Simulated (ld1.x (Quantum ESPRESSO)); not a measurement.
The numbers below are computed, except where a source is named.
## Hardness and transferability of assorted potentials

Generated with ld1.x 7.5 (TM, RRKJ, ultrasoft, PAW), atompaw 4.2 or ONCVPSP 4.0.1. The cutoff is in Ry: for ld1.x and atompaw files where the sum of valence levels is converged to 10 mRy in a Bessel basis, for ONCV files where the hardest occupied wave has 1 mHa per electron of residual kinetic energy. The error is the largest all-electron minus pseudo excitation energy over each file’s own four to seven test configurations (ionisations up to +4, promotions, holes and added fractions of an electron), all of which were solved. The labels leave out finer settings (local radius, basis sizes, second energies), which also bear on the numbers. Spin-polarised tests are not counted. The rows are a selection from randomly drawn settings: files with unsolved tests, undetermined cutoffs or missed reference levels are left out.

A true bound ghost makes a file unfit for plane-wave use even where its test errors are small: the radial tests pick states by their node count and pass the ghost by.

| element | potential | cutoff (Ry) | largest error (meV) | bound ghosts |
| --- | --- | --- | --- | --- |
| He | PAW, LDA (PZ), non-relativistic, rc 0.80 (s), local smoothed, core correction no, reference 1s1.75 | 55 | -0.4 | none |
| Kr | TM, BLYP, scalar-relativistic, rc 1.20/1.30 (sp), local s, core correction yes, reference 4s2 4p3 | 60 | -302 | p |
| Pd | RRKJ, PBE, scalar-relativistic, rc 2.45/1.75/1.95 (spd), local s, core correction yes, reference 4p6 4d10 5s0 5p0 | 45 | -693 | none |
| Pd | TM, LDA (PZ), fully relativistic, rc 1.10/1.55/2.15 (spd), local smoothed, core correction no, reference 4s2 4p6 4d10 5s0 5p0 | 120 | +313 | none |
| W | TM, PBE, fully relativistic, rc 2.10/3.75/2.05 (spd), local p, core correction no, reference 5d4 6s1.5 6p0 | 30 | -52 | none |

(1) Fill in the row for Fe: TM, PBE, scalar-relativistic, rc 2.35/3.40/0.95 (spd), local d, core correction yes, reference 3d6 4s2 4p0.

(2) Fill in the row for Co: TM, revPBE, scalar-relativistic, rc 3.10/0.96/2.06 (spd), local smoothed, core correction no, reference 3p6 3d7 4s1 4p0.

(3) Fill in the row for Ge: ultrasoft, LDA (PZ), scalar-relativistic, rc 1.85/1.95 (sp), local smoothed, core correction yes, reference 4s2 4p2.

Results:

(1) cutoff 200 Ry, largest error -234 meV, bound ghosts: s, p.

(2) cutoff 120 Ry, largest error +283 meV, bound ghosts: s.

(3) cutoff 8 Ry, largest error -320 meV, bound ghosts: none.
